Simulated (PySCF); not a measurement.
These are B3LYP-D3(BJ)/def2-TZVP // B3LYP-D3(BJ)/def2-SVP run with PySCF values and carry that method's errors. All species are isolated molecules in the gas phase. One relaxed conformer stands for a flexible species; it need not be the lowest. B3LYP has the VWN-RPA correlation part, as in Gaussian. Excitations are Tamm–Dancoff values on a coarser integration grid. The basis has no diffuse functions, so Rydberg states are missing or too high.

Reference species (SMILES): `C[O][Ge]([CH3])([CH3])[O]C` (C–O–Ge–O torsion -55°, O–Ge–O–C torsion 169°) (neutral, multiplicity 1).

- HOMO–LUMO gap: 7.57 eV
- T1 excitation (TDA): 6.38 eV
- HOMO: -7.20 eV

Changed species: `C[O][Ge]([O]C)([O]C)[O]C` (4 of 4 CH3 replaced by OCH3; the reference has 2 of 4 CH3 replaced by OCH3).

**Question.** Predict the effect on the HOMO–LUMO gap, T1 excitation (TDA) and HOMO.

**Answer.** the HOMO–LUMO gap rises by 0.10 eV, to 7.67 eV; the T1 excitation (TDA) falls by 0.24 eV, to 6.14 eV; the HOMO falls by 0.61 eV, to -7.81 eV.
